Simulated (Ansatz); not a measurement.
Computed with Ansatz on PBE0-D4/def2-TZVP structures; ΔE is electronic, products minus reactants. CCSD(T)/CBS is the MP2 limit (def2-TZVPP, def2-QZVPP) plus CCSD(T) − MP2 in def2-TZVPP, frozen cores. This one scheme is used for every species. Functionals use def2-TZVPP. B3LYP here is the variant with VWN-RPA as its local correlation; programs differ in this. For Zn outer-core shells are correlated without core-valence functions, which leaves a few kJ/mol of doubt a bond. Scalar relativity is left out up to krypton. Each species was taken in one conformer, which may not be the lowest.

`O[SiH2][SiH](F)Cl` + `[NH2][ZnH]` → `O[SiH2][NH][ZnH]` + `F[SiH2]Cl`  (cleavage of the Si–Si bond)

Problem. Is it downhill or uphill in electronic energy at CCSD(T)/CBS, and by how much? (An estimate is asked.)

Solution. Computed: Downhill: ΔE = -1.10 eV.

Problem. What do these levels give: r2SCAN-D4, PBE0-D4, B3LYP-D4, ωB97M-V, B2PLYP, r2SCAN, PBE0, HF/def2-TZVPP, CCSD(T)/def2-TZVPP, SCS-MP2/def2-QZVPP, MP2/CBS(def2), CCSD/CBS(def2)? (Estimate.)

Solution. The calculation gave: r2SCAN-D4 -1.03, PBE0-D4 -0.92, B3LYP-D4 -0.99, ωB97M-V -1.11, B2PLYP -1.08, r2SCAN -1.03, PBE0 -0.93, HF/def2-TZVPP -1.28, CCSD(T)/def2-TZVPP -1.13, SCS-MP2/def2-QZVPP -1.18, MP2/CBS(def2) -1.15, CCSD/CBS(def2) -1.12 eV.

Largest T1 diagnostic among the species: 0.016.

In def2-TZVPP, CCSD(T) changes the Hartree–Fock value by +0.15 eV (the triples alone add +0.02 eV) and MP2 by +0.09 eV. From PBE to PBE0 (25 % exact exchange), in def2-TZVPP and without D4, ΔE moves by −0.13 eV.
